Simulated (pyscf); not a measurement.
PySCF, gas phase, ωB97X-D3(BJ)/def2-SVP geometries.

Estimate the classical barrier height and the reaction energy of `[NH2][SiH][NH2]` [doublet] → `[NH][SiH2][NH2]` [doublet] at ωB97X-D3(BJ)/def2-TZVP. The step runs on the doublet surface, breaks H–N and forms H–Si; take the reactant's lowest minimum found as zero.

ΔE‡ = 48.4 kcal/mol, ΔE = +18.5 kcal/mol. CCSD(T)/def2-TZVPP + ΔMP2(QZVPP) gives 48.0 kcal/mol and +20.1 kcal/mol. Zero-point energy shifts the barrier by -3.6 kcal/mol. It is a hydrogen shift, with an imaginary mode of 1804i cm⁻¹. One saddle was located; it need not be the lowest between these sides. The CCSD(T) − MP2 part came from Ansatz, without density fitting, on the same reference.
